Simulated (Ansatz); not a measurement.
Isolated molecules relaxed with PBE0-D4/def2-TZVP in Ansatz; ΔE leaves out vibrations. CCSD(T)/CBS adds triple-zeta CCSD(T) − MP2 to the extrapolated MP2 energy (def2 sets, frozen cores). This one scheme is used for every species. DFT in def2-TZVPP. B3LYP here is the variant with VWN-RPA as its local correlation; programs differ in this. HSE06 is defined as in plane-wave codes. For Ge outer-core shells are correlated without core-valence functions, which leaves a few kJ/mol of doubt a bond. Scalar relativity is left out up to krypton. Each species was taken in one conformer, which may not be the lowest.

Reaction (cleavage of the Ge–Si bond): `N[SiH2][GeH2][SH]` + HCl → `[SH][GeH2][Cl]` + `N[SiH3]`

```
             level  ΔE (kJ/mol)  difference from CCSD(T)/CBS
       LDA (SPW92)        -47.4                         11.1
          HSE06-D4        -55.1                          3.4
             B3LYP        -66.7                         -8.2
           LC-ωPBE        -60.2                         -1.7
    MP2/def2-TZVPP        -65.6                         -7.1
SCS-MP2/def2-TZVPP        -69.5                        -11.0
   CCSD/def2-TZVPP        -62.0                         -3.5
    MP2/def2-QZVPP        -64.8                         -6.3
SCS-MP2/def2-QZVPP        -69.2                        -10.7
     MP2/CBS(def2)        -63.9                         -5.4
       CCSD(T)/CBS        -58.5                            0
```

Question: What do rigid-rotor, harmonic-oscillator terms from PBE0-D4/def2-TZVP frequencies (298.15 K, 1 bar) make of the CCSD(T)/CBS value? (Best estimate.)

Answer: Ansatz gave: ΔZPE = +5.0 kJ/mol, ΔH = -57.5 kJ/mol, ΔS = 6 J/(mol·K), ΔG = -59.4 kJ/mol. Modes under 50 cm⁻¹ make the entropy rough.

Largest T1 diagnostic among the species: 0.011.

In def2-TZVPP, CCSD(T) changes the Hartree–Fock value by +26.2 kJ/mol (the triples alone add +1.8 kJ/mol) and MP2 by +20.8 kJ/mol. From PBE to PBE0 (25 % exact exchange), in def2-TZVPP and without D4, ΔE moves by −4.0 kJ/mol.
